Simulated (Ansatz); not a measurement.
Basis-set extrapolation for `CSB(C)C` (PBE0-D4/def2-TZVP geometry, frozen core, Ansatz). Multiplicity 1, RHF reference.

```csv
,def2-TZVPP,def2-QZVPP
HF,-541.169265,-541.187190
MP2 correlation,-0.812994,-0.868362
CCSD(T) correlation,-0.910692,not run
```

Energies in hartree. Use E(X) = E(∞) + A·exp(−7.88·√X) for Hartree–Fock and E(X) = E(∞) + B·X^(−2.97) for correlation, with X = 3 and 4, and add CCSD(T) minus MP2 of the smaller set to the MP2 limit.

What is the CCSD(T) energy at the basis-set limit?

HF limit: -541.187190 + (-0.017925) × 0.13774 = -541.18966. MP2 limit: -0.868362 + (-0.055368) × 0.74074 = -0.90938. Higher-order term: -0.910692 − (-0.812994) = -0.09770. Total: -542.19674 hartree, 306.6 kJ/mol below CCSD(T)/def2-TZVPP.
